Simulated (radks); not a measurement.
The numbers below are computed, except where a source is named.
Task: These are the eigenvalues of the occupied orbitals of an atom or ion with whole-number occupations (eV). Level of theory: Dirac Kohn-Sham, LDA (Slater exchange, Perdew-Wang correlation), spin-unpolarised, spherical densities, finite nucleus; Fermi nuclear charge, rms radius of each element as measured or else 0.836 A^(1/3) + 0.57 fm (a radial shooting solver on a logarithmic mesh with Libxc functionals).

1s1/2: -65116.44
2s1/2: -12719.58
2p1/2: -12246.28
2p3/2: -11124.64
3s1/2: -4315.109
3p1/2: -4108.920
3p3/2: -3858.948
3d3/2: -3514.915
3d5/2: -3459.345
4s1/2: -2107.135

Which element is it, and in what charge state? The configuration may be excited. Open shells, if any, are shared by 2j + 1.

Result: Z = 71, lutetium, charge +42: Lu42+ in [Ar] 3d10 4s1. The list shows which subshells hold electrons but not how many an open one holds; the 1s level, -2393 hartree, gives Z - s = 69.2 by -(Z - s)^2/2, which with screening and relativity narrows Z to a few neighbours, and the depths of the outer levels then fix element, charge and occupations together.
